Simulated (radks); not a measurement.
Values are calculated unless marked as measured or tabulated.
Problem. These are the eigenvalues of the occupied orbitals of an atom or ion with whole-number occupations (hartree). Level of theory: scalar-relativistic Kohn-Sham, PW91, spin-polarised, spherical densities, point nucleus (a radial shooting solver on a logarithmic mesh with Libxc functionals).

1s down: -2476.664
1s up: -2476.664
2s up: -425.9881
2s down: -425.9838
2p up: -373.3627
2p down: -373.3593
3s up: -98.02229
3s down: -98.02153
3p up: -82.37304
3p down: -82.37210
3d up: -64.11951
3d down: -64.11704
4s up: -20.43670
4s down: -20.43352
4p up: -15.30363
4p down: -15.30070
4d up: -8.73596
4d down: -8.73231
5s up: -3.27279
5s down: -3.22877
5p up: -2.04542
5p down: -1.98428
4f up: -1.48191
4f down: -1.47150
5d up: -0.70747

Which element is it, and in what charge state? The configuration may be excited. Open shells, if any, are filled with parallel spins first.

Solution. Z = 73, tantalum, charge +2: Ta2+ in [Xe] 4f14 5d3. The list shows which subshells hold electrons but not how many an open one holds; the 1s level, -2476.7 hartree, gives Z - s = 70.4 by -(Z - s)^2/2, which with screening and relativity narrows Z to a few neighbours, and the depths of the outer levels then fix element, charge and occupations together.
